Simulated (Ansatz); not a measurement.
Z-matrix (Å, degrees):
```
N
Ga 1 1.805
H 1 1.006 2 122.8
H 1 1.006 2 120.6 3 154.7
O 2 1.776 1 124.3 3 16.3
Br 2 2.270 1 119.7 3 -166.8
H 5 0.960 2 113.9 1 -0.5
```

The species carries charge 0 and has multiplicity 1.

(1) List the PBE/def2-TZVPP orbital energies in eV (Ansatz 0.2.0). (An estimate is asked.)

Answers

(1) Computed: Occupied: -13088.71, -10094.09, -1681.84, -1516.21, -1516.15, -1516.14, -1233.94, -1093.66, -1093.57, -1093.53, -510.22, -380.47, -228.62, -170.78, -170.59, -170.57, -143.87, -98.47, -98.28, -98.17, -67.45, -67.40, -67.38, -67.24, -67.24, -24.60, -21.58, -20.65, -20.43, -20.35, -20.21, -19.83, -18.71, -12.39, -12.22, -10.91, -8.69, -8.14, -7.79, -7.13, -7.08, -6.38. Lowest empty: -1.76, -0.80, 0.31, 0.50, 1.80, 2.23, 2.90, 3.24.
